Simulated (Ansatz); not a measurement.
Input file for Ansatz (an electronic-structure program): R-B3LYP/def2-TZVPP on AlH3 (SMILES [AlH3]), atoms moved off the minimum.

Ansatz 0.2 input:
```yaml
crystal:
  periodic: [false, false, false]
  atoms:
    - {symbol: Al, position_ang: [-0.04239708, 0.01840595, 0.00019731]}
    - {symbol: H, position_ang: [0.73391633, -0.36090153, 1.33522932]}
    - {symbol: H, position_ang: [-0.31989409, 1.56552194, -0.30711350]}
    - {symbol: H, position_ang: [-0.32214347, -1.16841444, -1.11664560]}
basis:
  gaussian:
    orbitals: def2-TZVPP
hamiltonian:
  xc: {name: B3LYP}
scf: {lower_state_search: off}
output: {forces: true}
```

It printed:

```
WARN ansatz: RAYON_NUM_THREADS=1 ignored (pool sized by the plan → 1); use --threads N
Functional definition: B3LYP
these checks for a lower state are left out or cut short: stability, starts, cluster_reference, orbital_swaps, neighbouring_geometries, increment
integrals: 0.01 GiB planned
470 factors; their error is unknown
mean field: 0.16 GiB planned
mean field evaluation 1: about -6645.2781 eV, gradient 1.2e1 eV
mean field evaluation 2: about -6645.7974 eV, gradient 4.3e0 eV
mean field evaluation 4: about -6645.8598 eV, gradient 6.4e-2 eV
mean field evaluation 8: about -6645.8656 eV, gradient 3.6e-4 eV
mean field -6645.86560168 eV, -244.2310561323 hartree, gradient 2.1e-6 eV, S^2 0.000000; 0 other end points of the search recorded, 0 dependent functions left out
the calculation of the forces begins
reference -6645.86583143 eV, -244.2310645754 hartree; 8, 8 occupied and 76, 76 virtual orbitals, 470 factors
Total energy: -6645.86583143 eV, -244.2310645754 hartree
Atom 0 at    -0.042397     0.018406     0.000197 Å, force     0.262743    -0.333201    -0.549774 eV/Å
Atom 1 at     0.733916    -0.360902     1.335229 Å, force    -0.182666     0.005727    -0.071389 eV/Å
Atom 2 at    -0.319894     1.565522    -0.307113 Å, force    -0.092258    -0.328734     0.031427 eV/Å
Atom 3 at    -0.322143    -1.168414    -1.116646 Å, force     0.012181     0.656208     0.589736 eV/Å
Dipole moment:    -0.068554     0.009618     0.029704 e Å
Checks for a lower state left out: stability, starts, cluster_reference, orbital_swaps, neighbouring_geometries, increment
```

Self-consistency was reached.

Cost: very roughly 0.23 core-seconds.
